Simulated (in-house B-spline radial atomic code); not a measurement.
Values are calculated unless marked as measured or tabulated.
# Correlation energy from the adiabatic connection: ω²r²/2 − Z/r, ω = 0.38, Z = 2

Two electrons in a singlet, external potential ω²r²/2 − Z/r, ω = 0.38, Z = 2 (atomic units). Full CI in B-splines (partial waves to l = 8, correlation up to 0.6 % small) with the density held fixed gives W(λ) = <V_ee>_λ − U, and E_c is the integral of W(λ) − W(0) from 0 to 1.

```tsv
λ	W(λ) − W(0) (hartree)
0	0.00000
0.02	-0.00188
0.05	-0.00466
0.12	-0.01103
0.25	-0.02238
0.4	-0.03476
0.6	-0.05018
0.8	-0.06447
1	-0.07776
```

Problem. Integrate the table by the trapezoid rule.

Solution. The strips give -0.00002, -0.00010, -0.00055, -0.00217, -0.00429, -0.00849, -0.01147, -0.01422, which sum to -0.04131 hartree. The direct value, W(1) − W(0) + T_c with T_c = 0.03638, is -0.04138; the curve is convex, so chords lie above it and the trapezoids fall short in size by 0.17 %.

Problem. Now use only three numbers: W(0) = -1.0923, the initial slope W'(0) = -0.09422 (extrapolated from the first points) and the strong-coupling limit of the point-charge-plus-continuum model, W∞ = -1.5488. What do second-order theory and the interpolation W(λ) = W∞ + (W(0) − W∞)/√(1 + 2χλ) of Seidl, Perdew and Levy give?

Solution. Second order keeps the slope alone: E_c = W'(0)/2 = -0.04711, +14 % in size against -0.04138. Matching the slope fixes χ = W'(0)/(W∞ − W(0)) = -0.09422/(-0.45650) = 0.20640. Integrating, with s = √(1 + 2χ) = 1.188610, E_c = −(W(0) − W∞)(s − 1)/(s + 1) = −0.45650 × 0.188610/2.188610 = -0.03934 hartree, -4.9 % in size against the full result. At λ = 1 the formula gives W − W(0) = -0.07244 against -0.07776. Part of the miss can come from the model's W∞.
